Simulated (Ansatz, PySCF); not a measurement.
Barrier from R1 to the saddle point P1, each structure at its B3LYP-D3(BJ)/def2-TZVP stationary point, reached from a drawn start; harmonic modes at that level show the others as minima.
R1, H3Si (SMILES [SiH3]) (charge 0, multiplicity 2):
| atom | x (Å) | y (Å) | z (Å) |
|---|---|---|---|
| Si | 0.0000 | 0.0000 | 0.3413 |
| H | 1.4113 | 0.0000 | -0.1137 |
| H | -0.7056 | 1.2222 | -0.1137 |
| H | -0.7056 | -1.2222 | -0.1137 |
P1, H3Si, a first-order saddle point (one imaginary mode, 700i cm⁻¹) (charge 0, multiplicity 2):
| atom | x (Å) | y (Å) | z (Å) |
|---|---|---|---|
| Si | 0.0000 | 0.0000 | 0.0000 |
| H | 1.4669 | 0.0000 | 0.0000 |
| H | -0.7335 | 1.2704 | 0.0000 |
| H | -0.7335 | -1.2704 | 0.0000 |

P less R. No zero-point or thermal terms; open shells are unrestricted. No path was followed down from the saddle.

Frozen-core correlation throughout.

Codes used: Ansatz (Gaussian basis) for Hartree–Fock, density functionals and correlated methods; PySCF for the D3/D4 terms. Each number belongs to the level named beside it.

```tsv
level	barrier height (kJ/mol)
SVWN5/def2-TZVPP	15.6
revPBE-D3(BJ)/def2-TZVPP	18.5
B3LYP/def2-TZVPP	21.8
B3LYP-D3(BJ)/def2-TZVPP	21.8
PBE0-D3(BJ)/def2-TZVPP	19.9
BHLYP-D4/def2-TZVPP	25.4
B2PLYP/def2-TZVPP	23.0
CCSD/cc-pV(Q+d)Z	?
CCSD(T)/cc-pV(T+d)Z	?
```

Question: Some entries are withheld; supply them.

Answer: 
- CCSD/cc-pV(Q+d)Z, barrier height (kJ/mol): 23.4
- CCSD(T)/cc-pV(T+d)Z, barrier height (kJ/mol): 23.2

Ansatz is a program for electronic structure.
